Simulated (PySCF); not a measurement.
Electron correlation in Bi (bismuth, neutral)

[Xe] 4f14 5d10 6s1 6p4, high-spin 4P determinant (an excited configuration). All numbers are calculated (PySCF 2.14, a scalar-relativistic core potential, in aug-cc-pVQZ-PP with one added diffuse shell each of s, p, d, f, g type with ECP60MDF (8s8p6d4f3g, 117 functions)). Frozen: 5s2 5p6 5d10; 5 electrons correlated.

MP2 pair energies summed by pair of shells (mhartree):

| pair | energy | share (%) |
| --- | --- | --- |
| 6p-6p | -49.26 | 84.7 |
| 6s-6p | -8.91 | 15.3 |

Total MP2 correlation energy: -58.17 mhartree.

Same-spin part -15.34 and opposite-spin part -42.83 mhartree; SCS-MP2 scales them by 1/3 and 6/5 to -56.51 mhartree.

Spin-orbit coupling is strong in this species, so the high-spin LS determinant is a model state.
